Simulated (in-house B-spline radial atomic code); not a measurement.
Spin-orbit splittings of orbital energies (j = l + 1/2 less j = l - 1/2) and ratios of mean radii (lower j over upper j) along the 33-electron series, configuration [Ar] 3d10 4s2 4p3. Computed with a B-spline radial code for spherical atoms: Dirac-Hartree-Fock, average of the configuration, finite nuclei.

```json
{"ion": "As", "Z": "33", "splitting of 4p (eV)": "0.2844", "radius ratio of 4p": "0.98232", "splitting of 3d (eV)": "0.80148", "radius ratio of 3d": "0.99321", "splitting of 3p (eV)": "5.3325", "radius ratio of 3p": "0.98408"}
{"ion": "Se+", "Z": "34", "splitting of 4p (eV)": "0.44811", "radius ratio of 4p": "0.9846", "splitting of 3d (eV)": "0.96852", "radius ratio of 3d": "0.99329", "splitting of 3p (eV)": "6.2197", "radius ratio of 3p": "0.98341"}
{"ion": "Br2+", "Z": "35", "splitting of 4p (eV)": "0.6484", "radius ratio of 4p": "0.98529", "splitting of 3d (eV)": "1.1618", "radius ratio of 3d": "0.99329", "splitting of 3p (eV)": "7.2248", "radius ratio of 3p": "0.98272"}
{"ion": "Kr3+", "Z": "36", "splitting of 4p (eV)": "0.88747", "radius ratio of 4p": "0.98546", "splitting of 3d (eV)": "1.3838", "radius ratio of 3d": "0.99321", "splitting of 3p (eV)": "8.3577", "radius ratio of 3p": "0.982"}
{"ion": "Rb4+", "Z": "37", "splitting of 4p (eV)": "1.1685", "radius ratio of 4p": "0.98538", "splitting of 3d (eV)": "1.6368", "radius ratio of 3d": "0.99309", "splitting of 3p (eV)": "9.6288", "radius ratio of 3p": "0.98126"}
{"ion": "Sr5+", "Z": "38", "splitting of 4p (eV)": "1.4952", "radius ratio of 4p": "0.98515", "splitting of 3d (eV)": "1.9234", "radius ratio of 3d": "0.99292", "splitting of 3p (eV)": "11.049", "radius ratio of 3p": "0.98049"}
{"ion": "Zr7+", "Z": "40", "splitting of 4p (eV)": "2.3014", "radius ratio of 4p": "0.98443", "splitting of 3d (eV)": "2.609", "radius ratio of 3d": "0.99249", "splitting of 3p (eV)": "14.383", "radius ratio of 3p": "0.97887"}
{"ion": "Nb8+", "Z": "41", "splitting of 4p (eV)": "2.7897", "radius ratio of 4p": "0.98397", "splitting of 3d (eV)": "3.0137", "radius ratio of 3d": "0.99224", "splitting of 3p (eV)": "16.321", "radius ratio of 3p": "0.97802"}
{"ion": "Mo9+", "Z": "42", "splitting of 4p (eV)": "3.341", "radius ratio of 4p": "0.98347", "splitting of 3d (eV)": "3.4638", "radius ratio of 3d": "0.99197", "splitting of 3p (eV)": "18.457", "radius ratio of 3p": "0.97714"}
{"ion": "Tc10+", "Z": "43", "splitting of 4p (eV)": "?", "radius ratio of 4p": "?", "splitting of 3d (eV)": "?", "radius ratio of 3d": "?", "splitting of 3p (eV)": "?", "radius ratio of 3p": "?"}
{"ion": "Ru11+", "Z": "44", "splitting of 4p (eV)": "4.6527", "radius ratio of 4p": "0.98236", "splitting of 3d (eV)": "4.5134", "radius ratio of 3d": "0.99138", "splitting of 3p (eV)": "23.379", "radius ratio of 3p": "0.9753"}
{"ion": "Rh12+", "Z": "45", "splitting of 4p (eV)": "?", "radius ratio of 4p": "?", "splitting of 3d (eV)": "?", "radius ratio of 3d": "?", "splitting of 3p (eV)": "?", "radius ratio of 3p": "?"}
{"ion": "Pd13+", "Z": "46", "splitting of 4p (eV)": "6.2791", "radius ratio of 4p": "0.98111", "splitting of 3d (eV)": "5.785", "radius ratio of 3d": "0.99072", "splitting of 3p (eV)": "29.265", "radius ratio of 3p": "0.97334"}
{"ion": "Ag14+", "Z": "47", "splitting of 4p (eV)": "?", "radius ratio of 4p": "?", "splitting of 3d (eV)": "?", "radius ratio of 3d": "?", "splitting of 3p (eV)": "?", "radius ratio of 3p": "?"}
{"ion": "Cd15+", "Z": "48", "splitting of 4p (eV)": "8.2668", "radius ratio of 4p": "0.97975", "splitting of 3d (eV)": "7.308", "radius ratio of 3d": "0.99001", "splitting of 3p (eV)": "36.243", "radius ratio of 3p": "0.97126"}
{"ion": "In16+", "Z": "49", "splitting of 4p (eV)": "9.4118", "radius ratio of 4p": "0.97903", "splitting of 3d (eV)": "8.1734", "radius ratio of 3d": "0.98963", "splitting of 3p (eV)": "40.185", "radius ratio of 3p": "0.97018"}
{"ion": "Sn17+", "Z": "50", "splitting of 4p (eV)": "10.666", "radius ratio of 4p": "0.97828", "splitting of 3d (eV)": "9.1135", "radius ratio of 3d": "0.98924", "splitting of 3p (eV)": "44.452", "radius ratio of 3p": "0.96907"}
```

(1) Fill in the row of Tc10+.

(2) Fill in the row of Rh12+.

(3) Fill in the row of Ag14+.

(4) With what power of Z does the column «splitting of 3p (eV)» change over this range?

Answers

(1) splitting of 4p (eV): 3.9603; radius ratio of 4p: 0.98293; splitting of 3d (eV): 3.9626; radius ratio of 3d: 0.99168; splitting of 3p (eV): 20.805; radius ratio of 3p: 0.97623.

(2) splitting of 4p (eV): 5.4238; radius ratio of 4p: 0.98175; splitting of 3d (eV): 5.1197; radius ratio of 3d: 0.99105; splitting of 3p (eV): 26.194; radius ratio of 3p: 0.97433.

(3) splitting of 4p (eV): 7.2247; radius ratio of 4p: 0.98044; splitting of 3d (eV): 6.5132; radius ratio of 3d: 0.99037; splitting of 3p (eV): 32.609; radius ratio of 3p: 0.97231.

(4) A fit of the logarithm of its size against log Z from Z = 33 to 50 has slope 5.11. An unscreened hydrogenic electron would give 4 at low Z; screening makes the apparent power larger near the neutral end, and relativity raises it again at high Z.
